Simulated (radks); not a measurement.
Q: Au45+, 34 electrons, occupied as [Ar] 3d10 4s2 4p4. Calculated with a radial shooting solver on a logarithmic mesh with Libxc functionals: Dirac Kohn-Sham, PBE, spin-unpolarised, spherical densities, point nucleus; open shells are shared between the two j in proportion to 2j + 1. Some entries of the table are withheld. Estimate them.

orbital     occ.  eigenvalue (eV)  r(max) (bohr)  <r> (bohr)
1s1/2          2        -82913.02        0.01041     0.01686
2s1/2          2        -16460.82        0.06034     0.07036
2p1/2          2        -15880.69            (1)     0.05791
2p3/2          4        -14040.86            (2)     0.06643
3s1/2          2        -5505.164         0.1686      0.1806
3p1/2          2        -5250.887         0.1573      0.1708
3p3/2          4        -4830.464         0.1718      0.1855
3d3/2          4        -4419.710         0.1334      0.1611
3d5/2          6        -4328.271         0.1374      0.1655
4s1/2          2        -2604.774         0.3584         (3)
4p1/2    1.33333        -2494.620         0.3533      0.3585
4p3/2    2.66667        -2356.810         0.3761      0.3798
4d3/2          0        -2184.014         0.3581      0.3663
4d5/2          0        -2154.166         0.3644      0.3723
5s1/2          0        -1515.458         0.6357      0.6138

A: 
(1) 2p1/2 r(max) (bohr): 0.04444
(2) 2p3/2 r(max) (bohr): 0.05180
(3) 4s1/2 <r> (bohr): 0.3627
